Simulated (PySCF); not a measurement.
Delta-SCF ions had no search for a lower state. Excitations are Tamm–Dancoff values on a coarser integration grid. The basis has no diffuse functions, so Rydberg states are missing or too high.

H$_{2}$F$_{2}$Si$_{2}$, SMILES `F/[SiH]=[SiH]/F` (charge 0, multiplicity 1)

Level of theory: r2SCAN-D4/def2-TZVP (PySCF).

The HOMO is -5.70 eV, the dipole moment is 0.00 D and the HOMO–LUMO gap comes out as 2.40 eV. The LUMO is -3.31 eV, the S1 excitation (TDA) is 3.72 eV and the S1 oscillator strength is 0.000. The brightest of the four lowest singlets (TDA) is 4.56 eV. The T1 excitation (TDA) comes out as 1.25 eV. The S1–T1 gap (TDA) is 2.47 eV, the vertical ionisation energy (Delta-SCF) comes out as 8.38 eV and the total energy is -779.8954 Ha. The cost is about 4 core-minutes (a rough figure).

Bonded distances (Å): F1–Si2 1.607, Si2–Si3 2.246, Si2–H5 1.492, Si3–F4 1.607, Si3–H6 1.492. Angles (°): F1–Si2–Si3 113.7, F1–Si2–H5 106.2, Si3–Si2–H5 116.4, Si2–Si3–F4 113.7, Si2–Si3–H6 116.4, F4–Si3–H6 106.2.
